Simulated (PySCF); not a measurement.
**`N1=CSC=C1C(F)(F)F`, C4H2F3NS**

Molfile (atoms numbered from 1):
```
C4H2F3NS
     RDKit          3D

 11 11  0  0  0  0  0  0  0  0999 V2000
   -1.9920   -1.3675   -0.3928 F   0  0  0  0  0  0  0  0  0  0  0  0
   -1.6228   -0.1565   -0.0125 C   0  0  0  0  0  0  0  0  0  0  0  0
   -2.1423    0.0596    1.1847 F   0  0  0  0  0  0  0  0  0  0  0  0
   -2.1696    0.7153   -0.8524 F   0  0  0  0  0  0  0  0  0  0  0  0
   -0.1331   -0.0108   -0.0045 C   0  0  0  0  0  0  0  0  0  0  0  0
    0.5560    0.9034   -0.7337 C   0  0  0  0  0  0  0  0  0  0  0  0
    2.2293    0.7221   -0.4240 S   0  0  0  0  0  0  0  0  0  0  0  0
    1.8590   -0.5710    0.6584 C   0  0  0  0  0  0  0  0  0  0  0  0
    0.6084   -0.8383    0.7783 N   0  0  0  0  0  0  0  0  0  0  0  0
    0.1641    1.6459   -1.4125 H   0  0  0  0  0  0  0  0  0  0  0  0
    2.6467   -1.0982    1.1849 H   0  0  0  0  0  0  0  0  0  0  0  0
  1  2  1  0
  2  3  1  0
  2  4  1  0
  2  5  1  0
  5  6  2  0
  6  7  1  0
  7  8  1  0
  8  9  2  0
  9  5  1  0
  6 10  1  0
  8 11  1  0
M  END
```

Level of theory: PySCF 2.14.0, UKS BHandHLYP/def2-SVP four-point reorganisation energy, gas phase. Geometry: BHandHLYP/def2-SVP.

**Question.** What is the inner reorganisation energy for hole transfer, with the ionisation energy?

**Answer.** λ = 0.338 (surface of the oxidised species) + 0.343 (surface of the starting species) = 0.681 eV. The ionisation energy is 10.02 eV vertical and 9.68 eV adiabatic without zero-point energy; at the relaxed geometry of the oxidised species the two energies differ by 9.34 eV. Largest bond changes: C5–C6 1.357 → 1.445 Å, S7–C8 1.727 → 1.777 Å, C6–S7 1.711 → 1.661 Å, N9–C5 1.359 → 1.316 Å, C2–C5 1.497 → 1.524 Å. ⟨S²⟩ of the relaxed oxidised species 0.779.
